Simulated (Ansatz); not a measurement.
```yaml
crystal:
  periodic: [false, false, false]
  atoms:
    - {symbol: O, position_ang: [-0.762135, -0.777026, 1.024134]}
    - {symbol: Ge, position_ang: [-0.899528, -0.016975, -1.111144]}
    - {symbol: Ge, position_ang: [1.009451, 0.058834, 0.942084]}
    - {symbol: H, position_ang: [-0.436717, -1.414737, -1.885702]}
    - {symbol: H, position_ang: [-1.828303, 1.050011, -1.422948]}
    - {symbol: H, position_ang: [0.941979, 1.588407, 1.680488]}
    - {symbol: H, position_ang: [2.015106, -0.778654, 0.948543]}
basis:
  gaussian: {orbitals: "6-31G*"}
total_charge: 1
magnetization: {spin_polarized: true, initial_magnetization: 1}
hamiltonian: {xc: {name: B3LYP}, dispersion: d4}
output: {forces: true}
```

```sh
$ ansatz run in.yaml --threads 2 --pin off --events-out ev --progress --plain --max-ram 4352MiB
```

Shortened log:

```
Functional definition: B3LYP
873 factors; integrals over basis functions are off by at most 4.1e-4 eV
mean field evaluation 1: about -115102.0331 eV, gradient 7.1e1 eV
mean field evaluation 2: about -114861.6712 eV, gradient 1.5e2 eV
mean field evaluation 4: about -115123.2119 eV, gradient 1.5e1 eV
mean field evaluation 8: about -115124.4619 eV, gradient 2.9e-1 eV
mean field evaluation 16: about -115124.5112 eV, gradient 4.3e-3 eV
mean field evaluation 32: about -115124.5112 eV, gradient 7.9e-6 eV
mean field -115124.51122415 eV, -4230.7477532911 hartree, gradient 7.9e-6 eV, S^2 0.766102; 2 other end points of the search recorded, 0 dependent functions left out
reference -115124.51148186 eV, -4230.7477627617 hartree; 38, 37 occupied and 55, 56 virtual orbitals, 873 factors
Total energy: -115124.71039292 eV, -4230.7550726085 hartree
Atom 0 at    -0.762135    -0.777026     1.024134 Å, force     2.255141     2.185428    -2.749450 eV/Å
Atom 1 at    -0.899528    -0.016975    -1.111144 Å, force     2.843981    -3.931885     2.677551 eV/Å
Atom 2 at     1.009451     0.058834     0.942084 Å, force    -8.349471     4.908808     1.044218 eV/Å
Atom 3 at    -0.436717    -1.414737    -1.885702 Å, force    -0.841832     1.512084     0.421501 eV/Å
Atom 4 at    -1.828303     1.050011    -1.422948 Å, force    -1.321006     1.198586    -0.359056 eV/Å
Atom 5 at     0.941979     1.588407     1.680488 Å, force     0.323955    -1.792845    -0.926526 eV/Å
Atom 6 at     2.015106    -0.778654     0.948543 Å, force     5.089232    -4.080176    -0.108237 eV/Å
Dipole moment:     0.301892     0.318262    -0.517189 e Å
```

It took 7 s on 2 threads of an Arm Neoverse V1 on a shared host, with 0.37 GiB of host memory at the peak.
